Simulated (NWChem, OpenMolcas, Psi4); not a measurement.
How methods differ on SnH2F2 (SMILES [F][SnH2][F])

SnH2F2: 5 atoms, total charge 0, spin state singlet. As SMILES, `[F][SnH2][F]`. Geometry: relaxed at PBE0-D4/def2-TZVP.

Quantity: the electronic atomisation energy, in eV. The values are calculated. Electronic energies at fixed atoms, without zero-point motion or spin-orbit coupling.

```
                           level           kind     program  value (eV)  CPU time (all runs)
    HF/def2-SVP (core potential)   Hartree–Fock  OpenMolcas        9.62                6.8 s
 SVWN5/def2-SVP (core potential)            LDA        Psi4       16.88                 24 s
  BLYP/def2-SVP (core potential)            GGA        Psi4           ?                 24 s
  BP86/def2-SVP (core potential)            GGA      NWChem       14.68                 14 s
   PBE/def2-SVP (core potential)            GGA        Psi4           ?                 33 s
revPBE/def2-SVP (core potential)            GGA        Psi4       13.91                 26 s
  TPSS/def2-SVP (core potential)       meta-GGA        Psi4       14.61                 59 s
 BHLYP/def2-SVP (core potential)  global hybrid        Psi4       13.40                 23 s
```

(1) Estimate what the levels marked ? give.

Results:

(1) As computed at these levels: BLYP/def2-SVP (core potential): 14.32 eV; PBE/def2-SVP (core potential): 14.52 eV. The values span 9.62 to 16.88 eV. Times are those of the runs behind each value, whatever else they computed, on shared processors of several kinds: orders of magnitude only.
